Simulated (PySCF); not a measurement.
C2HBN2O2, SMILES O=C=NBN=C=O. Atoms are numbered in the order given.

```xyz
8

B      0.0000     0.0000    -0.8089
H      0.0000     0.0000    -2.0125
N      0.0000     1.2243    -0.0873
C      0.0000     2.4132     0.1110
O      0.0000     3.5551     0.3717
N      0.0000    -1.2243    -0.0873
C      0.0000    -2.4132     0.1110
O      0.0000    -3.5551     0.3717
```
Charge 0, spin multiplicity 1.

Geometry: TPSSh-D3(BJ)/def2-SVP. The structure was generated by enumeration, and PubChem lists no compound with its InChIKey, so it may never have been made. Other conformers were not sampled.

Two levels are set side by side: PBE/pcSseg-1 (PySCF) and PBE0/pcSseg-1 (PySCF). GIAO shifts against BF3 (¹¹B), H2O (¹⁷O), NH3 (¹⁵N), TMS (¹H), TMS (¹³C) at the same level; non-relativistic, no solvent, atoms listed together averaged. Differences are taken from unrounded values.

| quantity | PBE |
|---|---|
| δ(¹¹B) of B1 (ppm) | 10.7 |
| δ(¹H) of H2 (ppm) | 5.35 |
| δ(¹⁵N) of N3, N6 (ppm) | 104.7 |
| δ(¹³C) of C4, C7 (ppm) | 131.4 |
| δ(¹⁷O) of O5, O8 (ppm) | 196.6 |

### Question
These are the PBE values. What does PBE0 give? (Estimate from the structure and the level; the computed values follow.)

### Answer

| quantity | PBE0 | PBE minus PBE0 |
|---|---|---|
| δ(¹¹B) of B1 (ppm) | 12.2 | -1.5 |
| δ(¹H) of H2 (ppm) | 5.25 | 0.10 |
| δ(¹⁵N) of N3, N6 (ppm) | 93.2 | 11.5 |
| δ(¹³C) of C4, C7 (ppm) | 135.5 | -4.1 |
| δ(¹⁷O) of O5, O8 (ppm) | 185.9 | 10.6 |

Rough cost on one machine, each run with all the roots and properties that it gave: PBE0 against PBE within a factor of 2.
